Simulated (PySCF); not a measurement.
NMR problem set

How the numbers were obtained: GFN2-xTB structure, shieldings: GIAO PBE0/pcSseg-1, in PySCF 2.14.0 with density-fitted response routines (single conformer, fast rotation and ring inversion assumed for equivalent nuclei, in vacuum, non-relativistic).

Chemical shifts δ = σref − σ; ¹H and ¹³C against TMS, all at this level. Splittings of carbon signals by F and P are missing where no couplings were computed. Where no couplings were computed, multiplicities follow the n + 1 count of equivalent neighbours, and m marks all less simple cases (inequivalent or close neighbours, rings, F or P nearby). Shifts are as computed. Against solution values, carbons near 30 ppm lie about +3 ppm off and those near 130 ppm about +5 ppm. Of 1211 compounds with measured shifts, 218 miss one by over three times the rms of a fit or turn the order of signals round; such compounds aren't used in these exercises.

(1) C6H5FSi. ¹H NMR (400 MHz, computed): δ 7.06 (m, 1H), 6.40 (m, 1H), 5.53 (m, 1H), 4.87 (m, 1H), 1.97 (d, 1H). ¹³C{¹H} NMR (computed): δ 187.8 (C), 155.3 (CH), 130.6 (CH), 122.1 (CH), 105.5 (CH), 82.1 (C). What is it?

(2) C6H5FSi. ¹H NMR (400 MHz, computed): δ 5.05 (m, 1H), 3.46 (m, 1H), 1.92 (m, 1H), 1.90 (d, 1H), 1.51 (d, 1H). ¹³C{¹H} NMR (computed): δ 106.9 (CH), 81.1 (C), 79.2 (C), 79.1 (CH), 77.1 (CH), 11.3 (CH). Identify the compound.

## Answers

(1) SMILES C#C[Si@@H]1C=CC=C1F. Rings plus π bonds: 5 (1 ring in the answer). 6 carbon signals for 6 carbons: no two carbons are equivalent. Carbon types of the structure: 2 × C, 4 × CH, leaving 1 H on heteroatoms. δC 187.8: fully substituted alkene carbon. δC 155.3, 130.6, 122.1: alkene CH; as expected for a trigonal carbon in a double bond. δC 105.5: terminal alkyne carbon. δC 82.1: alkyne carbon; sp carbons lie upfield of alkene carbons because the cylindrical π system leaves one tensor component strongly shielded.

The data come from this structure; uniqueness wasn't tested.

(2) SMILES C([Si@@H]1[C@H](C#C)[C@@H]1F)#C. The formula gives 5 degrees of unsaturation (1 ring in the answer). 6 carbon signals for 6 carbons: no two carbons are equivalent. Carbon types of the structure: 2 × C, 4 × CH, leaving 1 H on heteroatoms. δC 106.9, 77.1: terminal alkyne carbon. δC 81.1, 79.2: alkyne carbon; sp carbons lie upfield of alkene carbons because the cylindrical π system leaves one tensor component strongly shielded. δC 79.1, 11.3: three-membered-ring carbon. δH 1.90, 1.51: hydrogen on a terminal alkyne carbon; it lies on the axis of the triple bond, in its shielding cone.

This is the structure that produced the data.
